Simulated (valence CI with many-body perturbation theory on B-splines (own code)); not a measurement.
**Cd⁷⁺: E2, M1 decay**

Level of theory: valence CI with perturbative core correlation (CI+MBPT): five valence electrons over a frozen Dirac-Fock core [Kr], a basis of 7 s, 7 p, 8 d, 6 f, 4 g, 1 h functions for each j, with the one-electron correlation potential Σ1 (screened to all orders), the two-electron term Σ2, the three-electron term Σ3, Breit, model QED; selected single and double excitations, second order for the rest, scaled by the run's own slope (own B-spline code, finite nucleus).

No measured levels were compared; by estimate terms of the open shell hold to 2 to 4 % of their energy, and close levels can change places; different configurations can be misplaced against each other by 1,000 to 8,000 cm⁻¹. Core correlation moves these levels by up to 22000 cm⁻¹, and in measured spectra 5 to 20 % of such shifts remained as error; rates that hang on mixing are uncertain with them. Among the levels kept, up to 1500 cm⁻¹ of a level comes from second order outside the variational space, and about a tenth of that is noise between levels of different J, which matters for small intervals. Only levels of the ground parity were solved; by the run's estimate the other parity begins above the list, which can be wrong where configurations are misplaced.

Lines 1 to 50 of 120 in falling wavelength, among levels below 41.844 eV, chosen from the decays that carry over 1 % of a level's rate. Wavelengths and rates use the calculated energies, so an error of 2000 cm⁻¹ moves a line at 3068 nm by 61 % and its rate by three times that or more. Electric multipoles are in the length gauge, E1 and E2 with the static RPA response of the core. S is in atomic units (e²a₀⁴ for E2 and M2, e²a₀⁶ for E3), for M1 in squared Bohr magnetons. Weak lines are less certain than strong ones. Lines between different terms over intervals too small for the method are left out, as are lines whose strength nearly cancels. Where a level lies close to another of its J and parity, the split of strength between their lines is uncertain. Intervals below about 2000 cm⁻¹, as at the head of this list, are uncertain by tens of per cent.

Names give the largest LS component (configuration and term), which can be under half, so a name can repeat, a term be missing and a line seem to break the LS rules; names also repeat where a configuration has a term twice. Letters in brackets count levels of one name in rising energy.

```tsv
λ vac (nm)	Upper	Lower	Type	A (s⁻¹)	S (a.u.)
31580	4d5 4G_9/2	4d5 4G_11/2	M1	1.07e-03	1.25e+01
25960	4d5 4G_11/2	4d5 4G_7/2	E2	1.08e-12	1.36e-02
14250	4d5 4G_9/2	4d5 4G_7/2	M1	1.47e-02	1.58e+01
7327	4d5 4G_7/2	4d5 4G_5/2	M1	9.18e-02	1.07e+01
5264	4d5 2I_13/2	4d5 2I_11/2	M1	7.50e-02	5.68e+00
4888	4d5 4P_1/2	4d5 4P_3/2	M1	4.78e-01	4.14e+00
3330	4d5 4F_5/2	4d5 4F_7/2	M1	8.11e-01	6.66e+00
3068	4d5 4F_5/2	4d5 2D_3/2 [a]	M1	4.42e-01	2.84e+00
2902	4d5 4D_5/2	4d5 4D_7/2	M1	6.32e-01	3.44e+00
2881	4d5 4P_5/2	4d5 4G_5/2	M1	8.11e-01	4.31e+00
2820	4d5 2D_3/2 [b]	4d5 4F_5/2	M1	1.25e+00	4.16e+00
2596	4d5 2G_9/2 [a]	4d5 2G_7/2 [a]	M1	1.74e-01	1.13e+00
2155	4d5 4P_3/2	4d5 4G_5/2	M1	4.39e-01	6.52e-01
2105	4d5 4D_1/2	4d5 4P_1/2	M1	3.57e+00	2.47e+00
2070	4d5 2H_11/2	4d5 2H_9/2	M1	6.30e-01	2.49e+00
1992	4d5 4D_7/2	4d5 4P_5/2	M1	1.48e+00	3.48e+00
1882	4d5 2H_9/2	4d5 4F_9/2	M1	1.80e+00	4.45e+00
1797	4d5 2F_7/2 [a]	4d5 4F_9/2	M1	4.10e-01	7.06e-01
1790	4d5 2H_9/2	4d5 4F_7/2	M1	4.13e-01	8.78e-01
1712	4d5 2F_7/2 [a]	4d5 4F_7/2	M1	6.47e-01	9.62e-01
1620	4d5 2G_9/2 [a]	4d5 2F_7/2 [a]	M1	1.06e+00	1.68e+00
1556	4d5 4D_7/2	4d5 4G_9/2	M1	4.76e-01	5.33e-01
1556	4d5 2G_9/2 [a]	4d5 2H_9/2	M1	3.30e+00	4.62e+00
1472	4d5 4D_1/2	4d5 4P_3/2	M1	1.35e+00	3.20e-01
1469	4d5 2D_3/2 [b]	4d5 2D_3/2 [a]	M1	1.33e+00	6.24e-01
1456	4d5 2F_7/2 [a]	4d5 2D_5/2 [a]	M1	2.62e+00	2.40e+00
1403	4d5 4D_7/2	4d5 4G_7/2	M1	8.19e-01	6.71e-01
1370	4d5 4D_5/2	4d5 4P_3/2	M1	7.94e-01	4.55e-01
1268	4d5 2G_7/2 [a]	4d5 4F_9/2	M1	2.20e+00	1.33e+00
1230	4d5 4D_3/2	4d5 4P_3/2	M1	3.82e+00	1.05e+00
1225	4d5 2G_7/2 [a]	4d5 4F_7/2	M1	1.42e+00	7.77e-01
1200	4d5 2D_5/2 [a]	4d5 4D_5/2	M1	1.20e+00	4.60e-01
1181	4d5 4D_5/2	4d5 4P_5/2	M1	8.09e-01	2.97e-01
1088	4d5 2G_7/2 [a]	4d5 2D_5/2 [a]	M1	8.68e-01	3.32e-01
1075	4d5 4D_3/2	4d5 4P_5/2	M1	8.67e-01	1.60e-01
1069	4d5 4F_7/2	4d5 4D_5/2	M1	3.37e-01	1.22e-01
1002	4d5 2F_5/2 [a]	4d5 4F_7/2	M1	3.62e-01	8.10e-02
985.9	4d5 2H_11/2	4d5 4F_9/2	M1	1.09e+00	4.66e-01
976.8	4d5 2F_5/2 [a]	4d5 2D_3/2 [a]	M1	4.28e+00	8.87e-01
945.9	4d5 4D_5/2	4d5 4G_7/2	M1	9.54e-01	1.80e-01
908.5	4d5 2F_5/2 [a]	4d5 2D_5/2 [a]	M1	5.12e+00	8.54e-01
867.8	4d5 4F_5/2	4d5 4D_3/2	M1	6.09e-01	8.85e-02
863.9	4d5 2H_9/2	4d5 2I_11/2	M1	1.31e+00	3.14e-01
851.9	4d5 2G_9/2 [a]	4d5 4F_9/2	M1	5.18e-01	1.19e-01
849.2	4d5 2D_5/2 [a]	4d5 4D_7/2	M1	1.50e+00	2.04e-01
837.7	4d5 4D_5/2	4d5 4G_5/2	M1	4.88e-01	6.38e-02
809.1	4d5 4F_5/2	4d5 4D_5/2	M1	4.46e+00	5.26e-01
782.9	4d5 4D_3/2	4d5 4G_5/2	M1	4.99e-01	3.55e-02
781.2	4d5 4F_7/2	4d5 4D_7/2	M1	1.50e-01	2.12e-02
764.7	4d5 4F_9/2	4d5 4D_7/2	M1	2.22e+00	3.68e-01
```
